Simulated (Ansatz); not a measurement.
The same path of a periodic cell of 17 atoms, TiSi16 (host Si, host structure diamond, interstitial Ti) was run twice with different band settings. Lost on the way: Si1–Ti17, Si2–Ti17, Si4–Ti17, Si10–Ti17. Made: Si3–Ti17, Si9–Ti17, Si11–Ti17, Si12–Ti17.

Computed with Ansatz 0.2.0, DFT PBE, scalar-relativistic, plane waves, PAW. Settings: PAW set soft_1, cutoff 420 eV, k mesh 2x2x2, fermi-dirac smearing 0.05 eV, no spin polarisation.

Relaxed end points:

```xyz
17
Lattice="0.0000 5.4300 5.4300 5.4300 0.0000 5.4300 5.4300 5.4300 0.0000" Properties=species:S:1:pos:R:3
Si -0.043 0.042 -0.043
Si 1.358 1.392 1.358
Si 2.734 2.695 -0.013
Si 4.037 4.071 1.357
Si 2.760 0.042 2.760
Si 4.073 1.357 4.073
Si 5.388 2.671 2.759
Si 6.791 4.069 4.113
Si -0.013 2.695 2.733
Si 1.357 4.071 4.036
Si 2.733 5.442 2.733
Si 4.075 6.783 4.075
Si 2.759 2.671 5.388
Si 4.113 4.069 6.791
Si 5.417 5.442 5.417
Si 6.790 6.746 6.790
Ti 6.789 9.500 6.789
```

```xyz
17
Lattice="0.0000 5.4300 5.4300 5.4300 0.0000 5.4300 5.4300 5.4300 0.0000" Properties=species:S:1:pos:R:3
Si -0.007 0.004 0.006
Si 1.336 1.346 1.347
Si 2.715 2.712 0.043
Si 4.082 4.090 1.347
Si 2.716 0.042 2.714
Si 4.082 1.346 4.093
Si 5.387 2.713 2.715
Si 6.746 4.115 4.114
Si 0.032 2.720 2.720
Si 1.334 4.092 4.095
Si 2.708 5.394 2.722
Si 4.114 6.743 4.119
Si 2.709 2.720 5.397
Si 4.114 4.118 6.745
Si 5.432 5.427 5.428
Si 6.742 6.744 6.745
Ti 8.141 8.146 8.148
```

Common settings: climbing image yes; spring 5.0 eV/Å²; optimiser quadratic models (default); force threshold 0.05 eV/Å; end points relaxed.

| run | movable images | start path | iteration limit |
| --- | --- | --- | --- |
| 1 | 5 | IDPP | 35 |
| 2 | 3 | default | 10 |

(1) What does each run give, and how far can it be trusted?

Answers

(1) Run 1: converged after 6 iterations, highest image 1.720 eV above the first end. By the program's own check the climbing image is a first-order saddle point (lowest curvatures found: -4.42 and 0.23 eV/Å²).
Run 2: converged after 6 iterations, highest image 1.720 eV above the first end. Neighbouring images differ by up to 1.3 eV, so the band resolves the path poorly. The order of the stationary point at the top wasn't checked.
Limits of this set-up: coarse k mesh.
